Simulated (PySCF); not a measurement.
# How methods differ on the excitation energy of Ni

Ni [Ar] 3d8 4s2 (3F) → Ni [Ar] 3d9 4s1 (3D), as a difference of total energies. Computed with PySCF 2.14 in aug-cc-pVDZ-DK (7s6p4d2f, 59 functions), with scalar relativity by spin-free X2C-1e. Correlated levels: valence: [Ar] frozen. The calculations carry no spin-orbit coupling.

```
           method  excitation energy (eV)
              UHF                   1.706
              LDA                  -0.722
              PBE                  -0.425
             PBE0                   0.034
           r2SCAN                   0.181
             MN15                  -0.832
          r2SCAN0                   0.484
           revPBE                  -0.429
        BHandHLYP                   0.672
    MP2 (valence)                  -0.402
SCS-MP2 (valence)                  -0.004
```

**Question.** How much does correlation contribute at MP2 (valence)?

**Answer.** -0.402 − (1.706) = -2.108 eV, measured against UHF.

A first-order spin-orbit estimate (lowest level to lowest level, LS coupling) adds 0.050 eV.
